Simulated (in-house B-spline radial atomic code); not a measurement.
Ionising Ga²⁺ with different functionals

Computed with a radial B-spline atomic code at the basis-set limit: scalar-relativistic (spin-free X2C) Hamiltonian, Fermi nucleus of rms radius 3.9973 fm, spin-polarised at highest spin, spherical fractional occupations for the functionals, the average over the highest-spin determinants for Hartree-Fock. The ionisation energy is the difference of two self-consistent energies, [Ar] 3d10 4s1 → [Ar] 3d10, without Breit or QED terms; ε is the level of the shell that loses the electron (its least bound occupied spin orbital). There is no spin-orbit coupling in this Hamiltonian.

```json
{"method": "Hartree-Fock", "rung": "Hartree-Fock", "ΔSCF (eV)": "29.63", "-ε(4s) (eV)": "29.75"}
{"method": "HF fractional", "rung": "Hartree-Fock", "ΔSCF (eV)": "29.63", "-ε(4s) (eV)": "29.75"}
{"method": "LDA VWN5", "rung": "LDA", "ΔSCF (eV)": "31.92", "-ε(4s) (eV)": "27.02"}
{"method": "LDA PW92", "rung": "LDA", "ΔSCF (eV)": "31.91", "-ε(4s) (eV)": "27.01"}
{"method": "LDA exchange-only", "rung": "LDA", "ΔSCF (eV)": "30.88", "-ε(4s) (eV)": "26.06"}
{"method": "PBE", "rung": "GGA", "ΔSCF (eV)": "31.60", "-ε(4s) (eV)": "26.68"}
{"method": "PBEsol", "rung": "GGA", "ΔSCF (eV)": "31.52", "-ε(4s) (eV)": "26.72"}
{"method": "BLYP", "rung": "GGA", "ΔSCF (eV)": "31.82", "-ε(4s) (eV)": "26.75"}
{"method": "RPBE", "rung": "GGA", "ΔSCF (eV)": "31.41", "-ε(4s) (eV)": "26.53"}
{"method": "PW91", "rung": "GGA", "ΔSCF (eV)": "31.70", "-ε(4s) (eV)": "26.81"}
{"method": "BP86", "rung": "GGA", "ΔSCF (eV)": "31.64", "-ε(4s) (eV)": "26.87"}
{"method": "AM05", "rung": "GGA", "ΔSCF (eV)": "31.47", "-ε(4s) (eV)": "26.69"}
{"method": "OLYP", "rung": "GGA", "ΔSCF (eV)": "31.21", "-ε(4s) (eV)": "26.33"}
{"method": "TPSS", "rung": "meta-GGA", "ΔSCF (eV)": "31.23", "-ε(4s) (eV)": "26.58"}
{"method": "SCAN", "rung": "meta-GGA", "ΔSCF (eV)": "31.49", "-ε(4s) (eV)": "27.21"}
{"method": "r2SCAN", "rung": "meta-GGA", "ΔSCF (eV)": "31.32", "-ε(4s) (eV)": "27.05"}
{"method": "revTPSS", "rung": "meta-GGA", "ΔSCF (eV)": "31.14", "-ε(4s) (eV)": "26.56"}
{"method": "PBE0", "rung": "global hybrid", "ΔSCF (eV)": "31.20", "-ε(4s) (eV)": "27.60"}
{"method": "B3LYP", "rung": "global hybrid", "ΔSCF (eV)": "31.64", "-ε(4s) (eV)": "27.63"}
{"method": "TPSSh", "rung": "global hybrid", "ΔSCF (eV)": "31.10", "-ε(4s) (eV)": "26.95"}
{"method": "BHandHLYP", "rung": "global hybrid", "ΔSCF (eV)": "31.09", "-ε(4s) (eV)": "28.56"}
{"method": "r2SCAN0", "rung": "global hybrid", "ΔSCF (eV)": "31.07", "-ε(4s) (eV)": "27.91"}
{"method": "B97-1", "rung": "global hybrid", "ΔSCF (eV)": "30.95", "-ε(4s) (eV)": "27.12"}
{"method": "HSE06", "rung": "range-separated hybrid", "ΔSCF (eV)": "31.28", "-ε(4s) (eV)": "27.30"}
{"method": "wB97X", "rung": "range-separated hybrid", "ΔSCF (eV)": "30.72", "-ε(4s) (eV)": "29.81"}
{"method": "CAM-B3LYP", "rung": "range-separated hybrid", "ΔSCF (eV)": "31.59", "-ε(4s) (eV)": "29.22"}
{"method": "LC-wPBE", "rung": "range-separated hybrid", "ΔSCF (eV)": "31.21", "-ε(4s) (eV)": "30.50"}
```

(1) Among the functionals, which spreads more, the ΔSCF values or the orbital energies?

(2) How do they compare with the NIST value?

Results:

(1) The orbital energies: ΔSCF values span about 1.20 eV and the orbital energies 4.44 eV.

(2) NIST lists 30.726 eV (measured, ground level to ground level). Errors run from -1.09 to +1.20 eV; wB97X is closest (-0.01 eV), but part of that can be cancellation, since the calculations leave out Breit-QED terms. Hartree-Fock also lacks correlation.
